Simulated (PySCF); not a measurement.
FH5O3Si2. Atoms are numbered in the order given.

```xyz
11

Si     1.4034    -0.6687    -0.4487
F      1.8248     0.2775    -1.7184
Si    -0.6299     0.1067     0.3992
O     -0.5615     1.6203     1.0698
O     -1.8023     0.2303    -0.7762
O     -0.9669    -0.9824     1.6001
H      1.2942    -2.0719    -0.9543
H      2.5028    -0.6064     0.5584
H     -0.8500     2.3415     0.4970
H     -1.9389    -0.5289    -1.3550
H     -1.6148    -0.7105     2.2638
```

Coordinates come from a r2SCAN-D4/def2-SVP optimisation. This is a generated structure with no PubChem entry under its InChIKey; it may be hypothetical. Other conformers were not sampled.

The numbers are results of PySCF with PBE/pcSseg-1, not measurements.

GIAO shieldings, no solvent; atoms listed in one row are averaged. δ = σ(ref) − σ: ²⁹Si against TMS (σ = 335.4 ppm); ¹⁹F against CFCl3 (σ = 133.6 ppm); ¹⁷O against H2O (σ = 334.3 ppm); ¹H against TMS (σ = 31.49 ppm), references at their B3LYP-D3(BJ)/def2-TZVP geometries, non-relativistic.

Problem. Estimate the chemical shifts. (An estimate is asked for; the answer gives what the named calculation found.)

Solution. 
| nucleus | atoms | count | δ (ppm) |
|---|---|---|---|
| ²⁹Si | Si1 | 1 | -4.6 |
| ²⁹Si | Si3 | 1 | -35.9 |
| ¹⁹F | F2 | 1 | -297.0 |
| ¹⁷O | O5 | 1 | 92.8 |
| ¹⁷O | O6 | 1 | 82.5 |
| ¹⁷O | O4 | 1 | 69.7 |
| ¹H | H8 | 1 | 5.81 |
| ¹H | H7 | 1 | 5.71 |
| ¹H | H11 | 1 | 2.49 |
| ¹H | H9 | 1 | 2.34 |
| ¹H | H10 | 1 | 2.32 |
